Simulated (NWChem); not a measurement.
System: C₂H₃Cl₃; SMILES ClC(C)(Cl)Cl

Output (shortened):

```
             Northwest Computational Chemistry Package (NWChem) 7.3.0
             --------------------------------------------------------

                             Geometry "geometry" -> ""
                             -------------------------

 Output coordinates in angstroms (scale by  1.889725989 to convert to a.u.)

  No.       Tag          Charge          X              Y              Z
 ---- ---------------- ---------- -------------- -------------- --------------
    1 C                    6.0000     0.00000000     0.00000000     1.76593800
    2 C                    6.0000     0.00000000     0.00000000     0.25607800
    3 Cl                  17.0000    -1.44282300     0.85120000    -0.35420700
    4 Cl                  17.0000    -0.01574900    -1.67512100    -0.35420700
    5 Cl                  17.0000     1.45857200     0.82392100    -0.35420700
    6 H                    1.0000     0.00962500     1.03595100     2.13151700
    7 H                    1.0000     0.89234700    -0.52631100     2.13151700
    8 H                    1.0000    -0.90197200    -0.50964000     2.13151700

 Effective nuclear repulsion energy (a.u.)     361.5375725179

                                 NWChem DFT Module
                                 -----------------

 Summary of "ao basis" -> "ao basis" (spherical)
 ------------------------------------------------------------------------------
       Tag                 Description            Shells   Functions and Types
 ---------------- ------------------------------  ------  ---------------------
 C                          def2-svp                 6       14   3s2p1d
 Cl                         def2-svp                 8       18   4s3p1d
 H                          def2-svp                 3        5   2s1p

 in cosmo_initialize ...
 calling solv_data for solv:clbenzen

 solvent parameters
 solvname_short: clbenzen
 solvname_long:  chlorobenzene
 dielec:        5.6968
 dielecinf:     2.3229
 nonaqueous SMD model solvent descriptors
 dielec:        5.6968
 sola:          0.0000
 solb:          0.0700
 solc:          0.8570
 solg:         47.4800
 solh:          0.1430
 soln:          1.5241

          ---------------
          -cosmo- solvent
          ---------------
 Cosmo: York-Karplus, doi: 10.1021/jp992097l
 dielectric constant -eps-     =   5.70
 screen = (eps-1)/(eps    )    =   0.82446
 surface charge correction     = lagrangian

   van der Waals surface
 --------------------------

 ---------- ATOMIC COORDINATES (A.U.) ------------ VDWR(ANG.) --
     1    0.00000000    0.00000000    3.33713893     1.850
     2    0.00000000    0.00000000    0.48391725     1.850
     3   -2.72654012    1.60853476   -0.66935417     2.380
     4   -0.02976129   -3.16551969   -0.66935417     2.380
     5    2.75630141    1.55698493   -0.66935417     2.380
     6    0.01818861    1.95766353    4.02798307     1.200
     7    1.68629132   -0.99458357    4.02798307     1.200
     8   -1.70447993   -0.96307995    4.02798307     1.200
 number of segments per atom =        128
 number of   points per atom =        128
 atom (   nspa,  nppa )
 ----------------------
    1 (     38,     0 )       0
    2 (      0,     0 )       0
    3 (     78,     0 )       0
    4 (     84,     0 )       0
    5 (     82,     0 )       0
    6 (     50,     0 )       0
    7 (     50,     0 )       0
    8 (     51,     0 )       0
 number of -cosmo- surface points =      433
 molecular surface =    159.907 angstrom**2
 molecular volume  =    156.157 angstrom**3
 -lineq- algorithm             =   0
 -bem- low  level              =   3
 -bem- from -octahedral-
 gaussian surface charge width =   4.50000
 degree of switching           =   1.00000
 switching function tolerance  =   0.00010
 atomic radii =
 --------------
    1  6.000  1.850
    2  6.000  1.850
    3 17.000  2.380
    4 17.000  2.380
    5 17.000  2.380
    6  1.000  1.200
    7  1.000  1.200
    8  1.000  1.200
 ...... end of -cosmo- initialization ......

 nat:                     8
 ixmem:                  3618
 calling mnsol_interface()
 G(SMD-CDS) energy (kcal/mol)  =    -3.072
 SMD-CDS SASA (angstrom**2)    =   151.152

[...]

                                COSMO-SMD solvation results
                                ---------------------------

             internal energy in gas <Psi(g)|H|Psi(g)> =     -1458.154817065659
         internal energy in solvent <Psi(s)|H|Psi(s)> =     -1458.154458716994
                               delta internal energy  =         0.000358348665 (    0.22 kcal/mol)
   total free energy in solvent <Psi(s)|H+V/2|Psi(s)> =     -1458.157769195813
 polarization energy contribution <Psi(s)|V/2|Psi(s)> =        -0.003310478819 (   -2.08 kcal/mol)
    total free energy in solvent including G(SMD-CDS) =     -1458.162665445787
                       G(SMD-CDS) energy contribution =        -0.004896249974 (   -3.07 kcal/mol)
     1 M fixed-concentration free energy of solvation =        -0.007848380129 (   -4.92 kcal/mol)

                       DFT Final Molecular Orbital Analysis
                       ------------------------------------

 Vector   31  Occ=2.000000D+00  E=-3.119509D-01
              MO Center= -8.8D-02, -4.6D-01, -2.5D-01, r^2= 3.8D+00
   Bfn.  Coefficient  Atom+Function         Bfn.  Coefficient  Atom+Function
  ----- ------------  ---------------      ----- ------------  ---------------
    59      0.401175  4 Cl pz                56      0.300701  4 Cl pz
    58     -0.271173  4 Cl py                40     -0.248786  3 Cl py
    76     -0.245905  5 Cl py                41     -0.231512  3 Cl pz
    55     -0.205830  4 Cl py                37     -0.186695  3 Cl py
    73     -0.184252  5 Cl py                38     -0.173537  3 Cl pz

 Vector   32  Occ=2.000000D+00  E=-3.119370D-01
              MO Center=  8.8D-02,  4.6D-01, -2.5D-01, r^2= 3.8D+00
   Bfn.  Coefficient  Atom+Function         Bfn.  Coefficient  Atom+Function
  ----- ------------  ---------------      ----- ------------  ---------------
    77      0.365170  5 Cl pz                41     -0.329093  3 Cl pz
    74      0.273721  5 Cl pz                75      0.264453  5 Cl px
    39      0.261709  3 Cl px                38     -0.246676  3 Cl pz
    57      0.239856  4 Cl px                72      0.200127  5 Cl px
    36      0.197780  3 Cl px                54      0.179025  4 Cl px

 Vector   33  Occ=2.000000D+00  E=-2.998138D-01
              MO Center=  1.1D-04,  3.2D-04, -3.5D-01, r^2= 4.0D+00
   Bfn.  Coefficient  Atom+Function         Bfn.  Coefficient  Atom+Function
  ----- ------------  ---------------      ----- ------------  ---------------
    57      0.394751  4 Cl px                76      0.343758  5 Cl py
    40     -0.339987  3 Cl py                54      0.299260  4 Cl px
    73      0.260615  5 Cl py                37     -0.257756  3 Cl py
    39     -0.200804  3 Cl px                75     -0.194370  5 Cl px
    51      0.171402  4 Cl px                36     -0.152224  3 Cl px

 Vector   34  Occ=0.000000D+00  E=-8.357180D-03
              MO Center= -9.3D-06,  2.0D-04, -2.3D-01, r^2= 3.3D+00
   Bfn.  Coefficient  Atom+Function         Bfn.  Coefficient  Atom+Function
  ----- ------------  ---------------      ----- ------------  ---------------
    17      1.246190  2 C  s                 58     -0.586515  4 Cl py
    16      0.575750  2 C  s                 75      0.510717  5 Cl px
    39     -0.505222  3 Cl px                32     -0.446543  3 Cl s
    50     -0.446579  4 Cl s                 68     -0.446499  5 Cl s
    23     -0.406789  2 C  pz                20     -0.334532  2 C  pz

 Vector   35  Occ=0.000000D+00  E= 2.497818D-02
              MO Center= -5.4D-02, -2.4D-01,  1.5D-01, r^2= 3.2D+00
   Bfn.  Coefficient  Atom+Function         Bfn.  Coefficient  Atom+Function
  ----- ------------  ---------------      ----- ------------  ---------------
    22      0.978402  2 C  py                58      0.641577  4 Cl py
    19      0.596736  2 C  py                50      0.556191  4 Cl s
    39     -0.423458  3 Cl px                84     -0.342387  6 H  s
    32     -0.330214  3 Cl s                 75      0.331585  5 Cl px
    59      0.314560  4 Cl pz                68     -0.226003  5 Cl s

 Vector   36  Occ=0.000000D+00  E= 2.500143D-02
              MO Center=  5.4D-02,  2.4D-01,  1.5D-01, r^2= 3.2D+00
   Bfn.  Coefficient  Atom+Function         Bfn.  Coefficient  Atom+Function
  ----- ------------  ---------------      ----- ------------  ---------------
    21      0.978226  2 C  px                18      0.596826  2 C  px
    68     -0.511688  5 Cl s                 75      0.467954  5 Cl px
    32      0.451500  3 Cl s                 40     -0.382904  3 Cl py
    39      0.379073  3 Cl px                76      0.372161  5 Cl py
    94      0.314923  8 H  s                 77     -0.289419  5 Cl pz

     Multipole analysis of the density
     ---------------------------------

     L   x y z        total         alpha         beta         nuclear
     -   - - -        -----         -----         ----         -------
     0   0 0 0     -0.000000    -33.000000    -33.000000     66.000000

     1   1 0 0     -0.000162     -0.000081     -0.000081      0.000000
     1   0 1 0     -0.001695     -0.000848     -0.000848     -0.000000
     1   0 0 1      0.816439     -0.028392     -0.028392      0.873223

     2   2 0 0    -37.268124   -149.281529   -149.281529    261.294933
     2   1 1 0      0.000262      0.000172      0.000172     -0.000082
     2   1 0 1     -0.000538     -0.000269     -0.000269      0.000000
     2   0 2 0    -37.271960   -149.283422   -149.283422    261.294884
     2   0 1 1     -0.004329     -0.002165     -0.002165     -0.000000
     2   0 0 2    -34.721694    -87.234728    -87.234728    139.747761
```

Level: B3LYP/def2-SVP, SMD on the gas-phase geometry. Coordinates come from a PBE0/def2-SVP optimisation. Solvent: chlorobenzene.

**Question.** Write an input that gives this output.

**Answer.** One answer among several that fit: the input that was run:
```
start job
memory heap 200 mb stack 900 mb global 1100 mb
geometry units angstroms noautosym nocenter noautoz
  C      0.000000     0.000000     1.765938
  C      0.000000     0.000000     0.256078
  Cl    -1.442823     0.851200    -0.354207
  Cl    -0.015749    -1.675121    -0.354207
  Cl     1.458572     0.823921    -0.354207
  H      0.009625     1.035951     2.131517
  H      0.892347    -0.526311     2.131517
  H     -0.901972    -0.509640     2.131517
end
basis spherical
  C library def2-svp
  Cl library def2-svp
  H library def2-svp
end
dft
  xc b3lyp
  iterations 150
end
cosmo
  do_cosmo_smd true
  solvent clbenzen
end
task dft energy
```
